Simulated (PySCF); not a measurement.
CHCl, triplet, geometry from GFN2-xTB of the parent state; B3LYP/6-31G (PySCF).

Here is a job for PySCF.
```python
from pyscf import gto, scf, dft

mol = gto.Mole()
mol.atom = '''
    C    -1.025550    0.511417    0.049250
    Cl    0.466701   -0.163191   -0.013230
    H    -1.780622   -0.294258   -0.070584
'''
mol.basis = '6-31g'
mol.charge = 0
mol.spin = 2
mol.verbose = 5
mol.build()

mf = dft.UKS(mol)
mf.xc = 'b3lyp'
mf.kernel()
```

Output, abridged:

```
PySCF version 2.14.0

[INPUT] verbose = 5
[INPUT] max_memory = 4000
[INPUT] num. atoms = 3
[INPUT] num. electrons = 24
[INPUT] charge = 0
[INPUT] spin (= nelec alpha-beta = 2S) = 2
[INPUT] symmetry False subgroup None
[INPUT] Mole.unit = angstrom
[INPUT] Symbol           X                Y                Z      unit          X                Y                Z       unit  Magmom
[...]
[INPUT] ---------------- BASIS SET ----------------
[INPUT] l, kappa, [nprim/nctr], expnt,             c_1 c_2 ...
[INPUT] Cl
[...]
                                3780.35           0.014034
                                860.474           0.069097
                                242.145           0.237452
                                77.3349           0.483034
                                26.247            0.339856
[...]
                                116.984           -0.030714
                                37.4153           -0.112528
                                13.7834           0.045016
                                5.45215           0.589353
                                2.22588           0.465206
[...]
                                1.14427           0.061589
                                0.420377          1.06018
[...]
                                116.984           0.030318
                                37.4153           0.12988
                                13.7834           0.327951
                                5.45215           0.453527
                                2.22588           0.252154
[...]
                                1.14427           0.323572
                                0.420377          0.743507
[...]
[INPUT] C
[...]
                                457.36951         0.0140373
                                103.94869         0.0688426
                                29.210155         0.2321844
                                9.286663          0.4679413
                                3.163927          0.362312
[...]
                                1.8812885         -0.1608542
                                0.5442493         1.1434564
[...]
                                1.8812885         0.316424
                                0.5442493         0.7443083
[...]
[INPUT] H
[...]
                                2.8253937         0.23472695
                                0.6401217         0.81375733
[...]
nuclear repulsion = 39.7890119259498
number of shells = 14
number of NR pGTOs = 72
number of NR cGTOs = 24
basis = 6-31g
ecp = {}

******** <class 'pyscf.dft.uks.UKS'> ********
method = UKS
initial guess = minao
damping factor = 0
level_shift factor = 0
DIIS = <class 'pyscf.scf.diis.CDIIS'>
diis_start_cycle = 1
diis_space = 8
diis_damp = 0
SCF conv_tol = 1e-09
SCF conv_tol_grad = None
SCF max_cycles = 50
direct_scf = True
direct_scf_tol = 1e-13
number electrons alpha = 13  beta = 11
XC library pyscf.dft.libxc version 7.1.2
    S. Lehtola, C. Steigemann, M. J. T. Oliveira, and M. A. L. Marques,  SoftwareX 7, 1–5 (2018)
XC functionals = b3lyp
    P. J. Stephens, F. J. Devlin, C. F. Chabalowski, and M. J. Frisch,  J. Phys. Chem. 98, 11623 (1994)
radial grids:
    Treutler-Ahlrichs [JCP 102, 346 (1995); DOI:10.1063/1.469408] (M4) radial grids

becke partition: Becke, JCP 88, 2547 (1988); DOI:10.1063/1.454033
pruning grids: <function nwchem_prune>
grids dens level: 3
symmetrized grids: False
atomic radii adjust function: <function treutler_atomic_radii_adjust>
small_rho_cutoff = 0
Set gradient conv threshold to 3.16228e-05
atom C rad-grids = 75, ang-grids = [ 50  50  50  50  50  50  50  50  50  50  50  50  50  50  50  50  50  50
  50  50  50  50  86  86  86  86  86  86  86  86  86  86 266 266 266 266
 266 266 302 302 302 302 302 302 302 302 302 302 302 302 302 302 302 302
 302 302 302 302 266 266 266 266 266 266 266 266 266 266 266 266 266 266
 266 266 266]
atom Cl rad-grids = 80, ang-grids = [ 50  50  50  50  50  50  50  50  50  50  50  50  50  50  50  50  50  50
[...]
 -4.45848720e-01 -3.71110458e-01 -3.57402253e-01 -1.18758502e-01
 -4.64660045e-02  9.79871290e-02  1.47654435e-01  3.91564521e-01
  4.39858060e-01  4.40107075e-01  4.41616520e-01  5.82562432e-01
  6.10994711e-01  6.33359491e-01  8.93790622e-01  9.48398338e-01]
multiplicity <S^2> = 2.003833  2S+1 = 3.0025543
nelec by numeric integration = [13.00000055 11.00000042]
E1 = -765.2523857549636  E2 = 226.7575162167894  Ecoul = 260.7807398009977  Exc = -34.023223584208296
cycle= 7 E= -498.705857612224  delta_E= -2.36e-07  |g|= 0.000105  |ddm|= 0.00109
  alpha mo_energy =
[-1.01562798e+02 -1.02706403e+01 -9.50118116e+00 -7.26324744e+00
 -7.25436694e+00 -7.25424386e+00 -9.37017753e-01 -6.44857996e-01
 -4.73603723e-01 -4.06231543e-01 -3.97750983e-01 -2.85669748e-01
 -2.20016715e-01  7.00028848e-02  1.18543893e-01  3.82744581e-01
  4.27939574e-01  4.29448882e-01  4.38081554e-01  5.27698832e-01
  5.35683001e-01  5.97492781e-01  8.68550382e-01  9.06984928e-01]
  beta  mo_energy =
[-1.01560629e+02 -1.02422353e+01 -9.49915010e+00 -7.26162597e+00
 -7.25082908e+00 -7.25027957e+00 -9.14466566e-01 -5.94135345e-01
 -4.45895816e-01 -3.71139298e-01 -3.57437282e-01 -1.18812681e-01
 -4.65120696e-02  9.79546428e-02  1.47612798e-01  3.91548207e-01
  4.39842228e-01  4.40091707e-01  4.41598039e-01  5.82509599e-01
  6.10948862e-01  6.33321523e-01  8.93708200e-01  9.48365667e-01]
multiplicity <S^2> = 2.0038382  2S+1 = 3.0025577
nelec by numeric integration = [13.00000055 11.00000042]
E1 = -765.2531527185031  E2 = 226.75828317051824  Ecoul = 260.78158388264984  Exc = -34.0233007121316
cycle= 8 E= -498.705857622035  delta_E= -9.81e-09  |g|= 1.33e-05  |ddm|= 0.000207
  alpha mo_energy =
[-1.01562797e+02 -1.02706363e+01 -9.50118225e+00 -7.26324851e+00
 -7.25436851e+00 -7.25424453e+00 -9.37019094e-01 -6.44856669e-01
 -4.73602185e-01 -4.06233054e-01 -3.97751214e-01 -2.85668657e-01
 -2.20016020e-01  7.00040617e-02  1.18548266e-01  3.82743136e-01
  4.27936823e-01  4.29447310e-01  4.38080090e-01  5.27702682e-01
  5.35684666e-01  5.97495838e-01  8.68560413e-01  9.06986877e-01]
  beta  mo_energy =
[-1.01560627e+02 -1.02422315e+01 -9.49915045e+00 -7.26162565e+00
 -7.25082930e+00 -7.25027966e+00 -9.14465931e-01 -5.94133810e-01
 -4.45895077e-01 -3.71140315e-01 -3.57437987e-01 -1.18812599e-01
 -4.65093283e-02  9.79556777e-02  1.47614127e-01  3.91546489e-01
  4.39842061e-01  4.40090482e-01  4.41597221e-01  5.82511158e-01
  6.10951232e-01  6.33322876e-01  8.93709537e-01  9.48367198e-01]
multiplicity <S^2> = 2.0038386  2S+1 = 3.002558
nelec by numeric integration = [13.00000055 11.00000042]
E1 = -765.2531714794384  E2 = 226.75830193116485  Ecoul = 260.7816022228489  Exc = -34.02330029168406
cycle= 9 E= -498.705857622324  delta_E= -2.89e-10  |g|= 2.59e-06  |ddm|= 4.07e-05
  alpha mo_energy =
[-1.01562798e+02 -1.02706339e+01 -9.50118347e+00 -7.26324981e+00
 -7.25436988e+00 -7.25424571e+00 -9.37019471e-01 -6.44856432e-01
 -4.73601975e-01 -4.06233224e-01 -3.97751065e-01 -2.85668163e-01
 -2.20015389e-01  7.00042977e-02  1.18548875e-01  3.82742861e-01
  4.27936341e-01  4.29447026e-01  4.38079590e-01  5.27703972e-01
  5.35685395e-01  5.97496664e-01  8.68561188e-01  9.06987523e-01]
  beta  mo_energy =
[-1.01560628e+02 -1.02422291e+01 -9.49915147e+00 -7.26162662e+00
 -7.25083036e+00 -7.25028070e+00 -9.14465840e-01 -5.94133476e-01
 -4.45894916e-01 -3.71140537e-01 -3.57437888e-01 -1.18812029e-01
 -4.65083039e-02  9.79558842e-02  1.47614399e-01  3.91546220e-01
  4.39841995e-01  4.40090229e-01  4.41596983e-01  5.82511969e-01
  6.10952318e-01  6.33323544e-01  8.93709449e-01  9.48367734e-01]
multiplicity <S^2> = 2.0038386  2S+1 = 3.002558
nelec by numeric integration = [13.00000055 11.00000042]
E1 = -765.2531841365192  E2 = 226.75831458824098  Ecoul = 260.7816152073354  Exc = -34.02330061909443
Extra cycle  E= -498.705857622328  delta_E= -4.66e-12  |g|= 2.39e-06  |ddm|= 7.35e-06
converged SCF energy = -498.705857622328  <S^2> = 2.0038386  2S+1 = 3.002558
```
